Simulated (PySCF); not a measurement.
**Atomic charges against the basis set**

Species: CH₁₂B₂N₂Si.
Geometry (PBE0-D3(BJ)/def2-SVP, Å), atoms numbered from 1 in this order:
```
atom  x, y, z in Å
Si1    2.4653    0.0090   -0.2224
C2     0.8188    0.1985   -1.0971
B3    -0.3875   -0.5066   -0.3048
N4    -0.7569    0.2276    1.0721
B5    -2.2051    0.5037    0.4609
N6    -1.8322   -0.1920   -0.9269
H7     2.3887    0.5790    1.1659
H8     2.8475   -1.4316   -0.0913
H9     3.5800    0.7241   -0.9227
H10    0.6305    1.2774   -1.2580
H11    0.9259   -0.2564   -2.0982
H12   -0.2607   -1.7082   -0.1225
H13   -0.7393   -0.3685    1.8944
H14   -0.2097    1.0603    1.2780
H15   -3.0716   -0.1116    1.0553
H16   -2.4227    1.6951    0.3280
H17   -1.8248    0.4308   -1.7307
H18   -2.3854   -1.0104   -1.1637
```

PBE0 throughout (PySCF), one geometry, spherical d and f functions. Isolated species at its PBE0-D3(BJ)/def2-SVP geometry (one conformer only). Atoms taken as equivalent share a column and are averaged. The first 7 of 12 kinds of atom are listed.

Mulliken charges (e):

| basis | functions | Si1 | C2 | B3 | N4/N6 | B5 | H7/H8/H9 | H10/H11 |
| --- | --- | --- | --- | --- | --- | --- | --- | --- |
| STO-3G | 46 | +0.532 | -0.394 | +0.228 | -0.427 | +0.138 | -0.133 | +0.050 |
| 6-31G | 82 | +0.519 | -0.833 | +0.597 | -0.909 | +0.276 | -0.116 | +0.176 |
| pcSseg-0 | 82 | +0.511 | -1.294 | +0.691 | -0.940 | +0.177 | -0.062 | +0.253 |
| 6-31G* | 112 | +0.338 | -0.716 | +0.407 | -0.807 | +0.123 | -0.078 | +0.175 |
| def2-SVP | 148 | +0.322 | -0.334 | -0.047 | -0.089 | -0.111 | -0.082 | +0.065 |
| cc-pVDZ | 148 | +0.194 | -0.227 | -0.056 | +0.018 | -0.156 | -0.061 | +0.043 |
| pcSseg-1 | 169 | +0.458 | -0.744 | +0.324 | -0.473 | +0.030 | -0.094 | +0.142 |
| 6-311+G(2d,p) | 242 | +0.349 | -0.788 | +0.636 | -0.750 | +0.115 | -0.077 | +0.164 |
| aug-cc-pVDZ | 250 | -0.856 | +0.495 | -0.189 | -0.234 | -1.437 | +0.284 | -0.365 |
| def2-TZVP | 264 | +0.155 | -0.440 | -0.005 | -0.313 | -0.113 | -0.040 | +0.123 |

IAO charges (e):

```json
{"basis": "STO-3G", "functions": "46", "Si1": "+0.639", "C2": "-0.622", "B3": "+0.054", "N4/N6": "-0.370", "B5": "-0.060", "H7/H8/H9": "-0.135", "H10/H11": "+0.118"}
{"basis": "6-31G", "functions": "82", "Si1": "+0.448", "C2": "-0.641", "B3": "+0.072", "N4/N6": "-0.439", "B5": "-0.091", "H7/H8/H9": "-0.089", "H10/H11": "+0.145"}
{"basis": "pcSseg-0", "functions": "82", "Si1": "+0.444", "C2": "-0.653", "B3": "+0.061", "N4/N6": "-0.420", "B5": "-0.099", "H7/H8/H9": "-0.085", "H10/H11": "+0.146"}
{"basis": "6-31G*", "functions": "112", "Si1": "+0.576", "C2": "-0.659", "B3": "+0.083", "N4/N6": "-0.430", "B5": "-0.073", "H7/H8/H9": "-0.123", "H10/H11": "+0.139"}
{"basis": "def2-SVP", "functions": "148", "Si1": "+0.594", "C2": "-0.657", "B3": "+0.069", "N4/N6": "-0.416", "B5": "-0.090", "H7/H8/H9": "-0.128", "H10/H11": "+0.137"}
{"basis": "cc-pVDZ", "functions": "148", "Si1": "+0.572", "C2": "-0.658", "B3": "+0.068", "N4/N6": "-0.423", "B5": "-0.097", "H7/H8/H9": "-0.122", "H10/H11": "+0.139"}
{"basis": "pcSseg-1", "functions": "169", "Si1": "+0.594", "C2": "-0.668", "B3": "+0.071", "N4/N6": "-0.424", "B5": "-0.092", "H7/H8/H9": "-0.126", "H10/H11": "+0.140"}
{"basis": "6-311+G(2d,p)", "functions": "242", "Si1": "+0.606", "C2": "-0.680", "B3": "+0.075", "N4/N6": "-0.442", "B5": "-0.091", "H7/H8/H9": "-0.129", "H10/H11": "+0.144"}
{"basis": "aug-cc-pVDZ", "functions": "250", "Si1": "+0.573", "C2": "-0.667", "B3": "+0.072", "N4/N6": "-0.437", "B5": "-0.095", "H7/H8/H9": "-0.121", "H10/H11": "+0.143"}
{"basis": "def2-TZVP", "functions": "264", "Si1": "+0.615", "C2": "-0.683", "B3": "+0.077", "N4/N6": "-0.443", "B5": "-0.089", "H7/H8/H9": "-0.131", "H10/H11": "+0.144"}
```

Some averages cover members that differ in this geometry, most widely: H10/H11, Mulliken in aug-cc-pVDZ -0.473 to -0.258; H7/H8/H9, Mulliken in aug-cc-pVDZ +0.242 to +0.334; N4/N6, Mulliken in aug-cc-pVDZ -0.264 to -0.205; H7/H8/H9, Mulliken in pcSseg-1 -0.115 to -0.078 e.

Which scheme is steadiest as the basis changes?

Largest range over the bases for any column: IAO 0.19 e, Mulliken 1.79 e. IAO charges move least and Mulliken charges most, counted in e. Without the minimal STO-3G basis the ranges are IAO 0.17, Mulliken 1.79 e.

How much do the charges still move between the two largest bases, aug-cc-pVDZ and def2-TZVP?

At most, over all atoms: Mulliken 1.323 e, IAO 0.041 e.

What do the same runs give for the total energy, the frontier levels and the dipole moment?

```tsv
basis	energy (Eh)	HOMO (eV)	LUMO (eV)	μ (D)
STO-3G	-487.9325	-5.93	8.06	0.53
6-31G	-493.6408	-7.70	1.49	1.06
pcSseg-0	-492.9553	-8.04	1.23	0.93
6-31G*	-493.7157	-7.67	1.45	1.14
def2-SVP	-493.5122	-7.84	1.13	1.09
cc-pVDZ	-493.7518	-7.78	1.09	1.11
pcSseg-1	-493.7110	-7.94	0.72	1.08
6-311+G(2d,p)	-493.8169	-7.90	-0.14	1.09
aug-cc-pVDZ	-493.7664	-7.87	-0.29	1.07
def2-TZVP	-493.8308	-7.89	0.53	1.10
```

The dipole is fixed by the density alone, so its range of 0.61 D shows that the density itself changes with the basis, not only its division among atoms.
